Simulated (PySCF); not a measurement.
C3H3ClF2. Atoms are numbered in the order given.

```xyz
9

F      2.0585    -0.2581     0.8688
C      1.2162     0.0675    -0.1493
C      0.4613     1.3853    -0.0544
C     -0.2583     0.0799     0.1365
F     -0.6558    -0.2391     1.3899
Cl    -1.3895    -0.4920    -1.1000
H      1.5650    -0.2886    -1.1346
H      0.2930     1.9786    -0.9655
H      0.6241     1.9537     0.8758
```

The structure is a stationary point at PBE-D3(BJ)/def2-SVP. The structure was generated by enumeration; whether it is a known compound was not checked.

Method: PBE-D3(BJ)/def2-SVP in PySCF.

Frequencies are harmonic and unscaled.

Computed vibrational spectrum:
```
mode  ν (cm⁻¹)  IR (km/mol)  moving atoms (share of kinetic energy)
----  --------  -----------  --------------------------------------
1          174          2.0                 F 71 %, Cl 13 %, C 12 %
2          210          2.4          F 52 %, C 28 %, Cl 12 %, H 9 %
3          292          1.9         F 41 %, Cl 26 %, C 23 %, H 10 %
4          376          1.2                 F 46 %, Cl 31 %, C 17 %
5          433          2.1          H 39 %, C 33 %, F 20 %, Cl 8 %
6          517         10.2         C 48 %, H 18 %, Cl 17 %, F 16 %
7          662         36.0                  C 53 %, F 24 %, H 17 %
8          776          6.2                  H 50 %, C 34 %, F 15 %
9          838         20.0                  H 47 %, C 36 %, F 17 %
10         921         55.6                          C 63 %, H 28 %
11         972          3.7                          H 65 %, C 31 %
12        1026         31.5                          C 60 %, H 35 %
13        1061         23.3                          H 53 %, C 45 %
14        1113        135.2                   C 65 %, H 26 %, F 8 %
15        1165         30.3                  C 41 %, H 37 %, F 23 %
16        1274         53.1                   H 49 %, C 43 %, F 8 %
17        1324          7.2                          H 81 %, C 18 %
18        1431         73.8                          C 73 %, H 23 %
19        3070          0.6                                  H 95 %
20        3089          6.4                           H 92 %, C 8 %
21        3178          1.5                          H 89 %, C 11 %
```
